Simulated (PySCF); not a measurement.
- PBE0/pcSseg-1 with gauge-including orbitals
- geometry: GFN2-xTB
- code: PySCF 2.14.0 with density-fitted response routines
- one computed conformer, non-relativistic, gas phase, fast rotation and ring inversion assumed for equivalent nuclei

δ = σ(ref) − σ, references computed at the same level: TMS for $^{1}$H (σ = 31.72 ppm), $^{13}$C (σ = 186.93 ppm). Acid and N–H amide carbonyl carbons lie up to 10 ppm further downfield in solution (hydrogen bonding). Shifts are as computed. Against solution values, carbons near 30 ppm lie about +3 ppm off and those near 130 ppm about +5 ppm. Of 1309 compounds with measured shifts, 239 miss one by over three times the rms of a fit or turn the order of signals round; such compounds aren't used in these exercises. OH and NH positions are gas-phase values without hydrogen bonding to other molecules.

Question: Order these molecules by the shift of their most deshielded carbon-bound hydrogen, lowest δ first.
A. C[Si]1(C)CC(C#N)=CO1
B. N#CC[SiH2]O[C@]12C[C@H]1C2
C. C#C[C@@H]1C[C@H](C)[C@H]1[SiH2]C
D. C=C=CCC#CCF
E. [SiH3]C/C=N/c1ccco1
F. C[Si@@H]1[SiH2][Si@H](C)[Si@@]1(N)P

Answer: F (0.44 ppm, hydrogen on a methyl carbon bonded to Si), B (1.97 ppm, hydrogen on a three-membered-ring carbon), C (2.60 ppm, hydrogen on an sp3 CH2 in a ring), D (5.39 ppm, hydrogen on a terminal carbon of a cumulated C=C=C unit), A (7.15 ppm, hydrogen on an alkene carbon bearing oxygen), E (8.19 ppm, hydrogen on a C=N carbon).

Question: Order these molecules by the shift of their most shielded carbon, lowest δ first.
A. N#CC[SiH2]O[C@]12C[C@H]1C2
B. [SiH3]C/C=N/c1ccco1
C. C#C[C@H](/C=C\[SiH3])NC=O
D. C#C[C@@H]1C[C@H](C)[C@H]1[SiH2]C

Answer: D (-8.3 ppm, methyl carbon bonded to Si), A (0.4 ppm, sp3 CH2 bonded to Si, α to a nitrile), B (25.7 ppm, sp3 CH2 bonded to Si), C (42.8 ppm, allylic sp3 CH bonded to N).

Question: How many $^{13}$C and $^{1}$H signals does each give (equivalence by symmetry and fast rotation, but not about amide C–N or C=N bonds)? `C[Si@@H]1[SiH2][Si@H](C)[Si@@]1(N)P`, `C#C[C@@H]1C[C@H](C)[C@H]1[SiH2]C`, `[SiH3]C/C=N/c1ccco1`, `C[Si]1(C)CC(C#N)=CO1`, `C#C[C@H](/C=C\[SiH3])NC=O`, `N#CC[SiH2]O[C@]12C[C@H]1C2`, `C=C=CCC#CCF`

Answer: C[Si@@H]1[SiH2][Si@H](C)[Si@@]1(N)P: 1 C, 6 H; C#C[C@@H]1C[C@H](C)[C@H]1[SiH2]C: 8 C, 10 H; [SiH3]C/C=N/c1ccco1: 6 C, 6 H; C[Si]1(C)CC(C#N)=CO1: 5 C, 3 H; C#C[C@H](/C=C\[SiH3])NC=O: 6 C, 7 H; N#CC[SiH2]O[C@]12C[C@H]1C2: 5 C, 5 H; C=C=CCC#CCF: 7 C, 4 H.
